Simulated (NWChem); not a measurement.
System: SiH2O, singlet; SMILES [SiH]O

```xyz
4

Si     0.1464    -0.6412     0.0000
H     -1.4122    -0.8561     0.0000
O      0.1406     1.0489     0.0000
H     -0.7300     1.4890     0.0000
```
Atoms are numbered in this order, from 1.

Computed with NWChem. Low-valent species are run as closed-shell singlets; no triplet was tried in these runs. Structure relaxed at the PBE-D3(BJ)/def2-SVP level. Vzz is the largest principal value of the second derivative of the potential at the nucleus (NWChem prints the opposite sign); η is the asymmetry. Non-relativistic.

```json
[
 {"level": "PBE/cc-pVTZ", "Vzz O3 (a.u.)": "1.151", "η O3": "0.26"},
 {"level": "PBE/def2-TZVP", "Vzz O3 (a.u.)": "1.153", "η O3": "0.24"},
 {"level": "PBE0/def2-SVP", "Vzz O3 (a.u.)": "1.227", "η O3": "0.18"},
 {"level": "PBE0/cc-pVTZ", "Vzz O3 (a.u.)": "1.186", "η O3": "0.19"}
]
```
